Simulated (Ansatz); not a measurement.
Basis-set series for `[F][GaH][F]`. Charge 0, multiplicity 1. The geometry is a stationary point of PBE0-D4/def2-TZVP.

```tsv
functional	basis	functions	energy (Eh)	HOMO (eV)	LUMO (eV)
PBE0-D4	def2-TZVPP	124	-2124.86674	-10.39	-1.37
PBE0-D4	def2-QZVPP	233	-2124.92309	-10.42	-1.43
ωB97M-V	def2-TZVPP	124	-2125.15862	-12.73	0.33
ωB97M-V	def2-QZVPP	233	-2125.21271	-12.77	0.11
```

**Question.** Give the rows for def2-SVP. (Estimate.)

**Answer.** Ansatz gave: 
```csv
functional,basis,functions,energy (Eh),HOMO (eV),LUMO (eV)
PBE0-D4,def2-SVP,65,-2124.36551,-10.24,-1.23
ωB97M-V,def2-SVP,65,-2124.65308,-12.54,0.54
```

Positive LUMOs are unbound and depend on the basis. Scalar relativity is left out up to krypton.
